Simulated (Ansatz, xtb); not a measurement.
Molecule: CBr (charge 0, doublet). SMILES: [C]Br
Structure (B3LYP-D3(BJ)/def2-TZVP (Ansatz, an electronic-structure program) minimum search):
```
C
Br 1 1.8310
```
Charge 0, spin multiplicity 2.

Harmonic wavenumbers from GFN2-xTB (xtb, at its own minimum), cm⁻¹: 852.

**Question.** Give the harmonic wavenumbers at B3LYP-D3(BJ)/def2-TZVP (Ansatz, finite differences of forces, unscaled).

**Answer.** 711 cm⁻¹. Zero-point energy 1.0 kcal/mol.

**Question.** From these and the geometry, give the ideal-gas thermochemistry at 298.15 K and 1 atm (rigid rotor, harmonic oscillator).

**Answer.** Point group C∞v, rotational symmetry number 1. Rotational constants 14.44, 14.44 GHz. S(trans) 39.47, S(rot) 14.04, S(vib) 0.29, S(elec, spin only) 1.38, S 55.2 cal/(mol K). H(298) - H(0) 2.14 kcal/mol; G - E(el) -13.3 kcal/mol.
